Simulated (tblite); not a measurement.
Species: C5H11FSSi2.
Numbering: `[F:1][Si@@H:2]1[CH2:3][C:4](=[S:5])[C@@H:6]([CH2:7][SiH3:8])[CH2:9]1` (hydrogens: H10 on Si2; H11, H12 on C3; H13 on C6; H14, H15 on C7; H16, H17, H18 on Si8; H19, H20 on C9)

Computed with GFN2-xTB (tblite), gas phase: L-BFGS steps from a force-field or distance-geometry start until the largest atomic force falls under 0.01 eV/Å.

Step 80: E = -756.2645 eV
```
atom  x, y, z in Å  |  force x, y, z in eV/Å
F1     -3.5267   -0.9600   -0.4565   -0.037   0.014   0.040
Si2    -2.4100   -0.1831    0.4158   -0.022   0.021  -0.008
C3     -1.4948    1.0355   -0.7271    0.009  -0.033  -0.031
C4     -0.4015    0.1875   -1.2716    0.076   0.006   0.047
S5      0.0442    0.1897   -2.8303   -0.003   0.010  -0.062
C6      0.2213   -0.7266   -0.2555    0.043   0.012   0.049
C7      1.2380    0.0526    0.5882    0.062   0.037  -0.007
Si8     2.7512    0.6559   -0.4119   -0.044   0.011  -0.038
C9     -0.9064   -1.3320    0.6098   -0.056   0.023   0.003
H10    -3.1363    0.3616    1.5469    0.067  -0.023  -0.003
H11    -1.0648    1.8497   -0.1401   -0.006  -0.029  -0.009
H12    -2.0779    1.4841   -1.5278   -0.016   0.001  -0.008
H13     0.7684   -1.5195   -0.7741   -0.035  -0.014  -0.018
H14     1.5970   -0.6026    1.3863   -0.055   0.003  -0.022
H15     0.7436    0.8966    1.0749   -0.010  -0.056   0.009
H16     3.7062    1.1770    0.5680    0.023   0.001  -0.018
H17     2.3598    1.7184   -1.3361    0.023   0.012   0.034
H18     3.3119   -0.4806   -1.1439   -0.001   0.034   0.045
H19    -1.1628   -2.3206    0.2284   -0.010  -0.049   0.000
H20    -0.5656   -1.4728    1.6341   -0.008   0.017  -0.002
```

Step 81: E = -756.2665 eV
```
atom  x, y, z in Å  |  force x, y, z in eV/Å
F1     -3.5307   -0.9471   -0.4438   -0.040   0.014   0.045
Si2    -2.4032   -0.1772    0.4204   -0.020   0.020  -0.008
C3     -1.4872    1.0332   -0.7308    0.007  -0.034  -0.028
C4     -0.4030    0.1764   -1.2784    0.098   0.014   0.040
S5      0.0299    0.1626   -2.8405   -0.004   0.015  -0.068
C6      0.2235   -0.7319   -0.2599    0.030   0.002   0.048
C7      1.2324    0.0537    0.5865    0.042   0.033  -0.003
Si8     2.7474    0.6640   -0.4040   -0.062  -0.005  -0.041
C9     -0.9059   -1.3356    0.6042   -0.047   0.003   0.001
H10    -3.1129    0.3734    1.5593    0.061  -0.024  -0.009
H11    -1.0498    1.8418   -0.1424    0.003  -0.011  -0.017
H12    -2.0684    1.4872   -1.5294   -0.027   0.000  -0.007
H13     0.7745   -1.5246   -0.7744   -0.037  -0.016  -0.019
H14     1.5890   -0.5973    1.3887   -0.054   0.005  -0.012
H15     0.7266    0.8953    1.0645    0.006  -0.040   0.041
H16     3.7040    1.1835    0.5718    0.043   0.011   0.021
H17     2.3531    1.7312   -1.3183    0.011   0.033  -0.005
H18     3.3079   -0.4707   -1.1355    0.014   0.016   0.018
H19    -1.1723   -2.3185    0.2144   -0.002  -0.052   0.002
H20    -0.5602   -1.4886    1.6251   -0.022   0.016   0.000
```

Question: Estimate the geometry and energy of step 82. (The exact step hangs on the optimiser's Hessian estimate; all steps are aligned on step 81, rigid shifts and turns removed.)

Answer: E = -756.2682 eV, largest force 0.086 eV/Å
```
atom  x, y, z in Å  |  force x, y, z in eV/Å
F1     -3.5350   -0.9333   -0.4312   -0.046   0.011   0.047
Si2    -2.3966   -0.1710    0.4249    0.000   0.001  -0.019
C3     -1.4790    1.0308   -0.7343    0.009  -0.023  -0.023
C4     -0.4015    0.1667   -1.2839    0.081   0.030  -0.001
S5      0.0163    0.1393   -2.8508   -0.004   0.015  -0.032
C6      0.2265   -0.7369   -0.2632    0.000  -0.007   0.022
C7      1.2275    0.0558    0.5855   -0.007   0.007   0.008
Si8     2.7422    0.6724   -0.3979   -0.033  -0.002  -0.041
C9     -0.9061   -1.3401    0.5984   -0.019  -0.001  -0.012
H10    -3.0903    0.3838    1.5707    0.051  -0.017  -0.004
H11    -1.0367    1.8353   -0.1439    0.013  -0.001  -0.028
H12    -2.0588    1.4906   -1.5307   -0.027  -0.013  -0.001
H13     0.7802   -1.5302   -0.7738   -0.032  -0.012  -0.016
H14     1.5780   -0.5937    1.3905   -0.020   0.003   0.012
H15     0.7101    0.8927    1.0578    0.018  -0.015   0.059
H16     3.7025    1.1927    0.5744    0.029   0.010   0.025
H17     2.3444    1.7424   -1.3076    0.011   0.022  -0.014
H18     3.3062   -0.4641   -1.1236    0.014   0.022   0.002
H19    -1.1806   -2.3179    0.2007    0.004  -0.044   0.003
H20    -0.5547   -1.5044    1.6153   -0.041   0.014   0.014
```

The energy changes by -0.0016 eV. The first-order estimate −F·Δx gives -0.0024 eV and the mean of the old and new forces, exact on a quadratic surface, -0.0016 eV. The step makes an angle of 82° with the force vector and moves no atom by more than 0.029 Å.

What follows is the cost of the whole relaxation. On Arm Neoverse N1, one thread, shared host with 64 logical CPUs at a one-minute load of 60, this took 2.4 s wall.
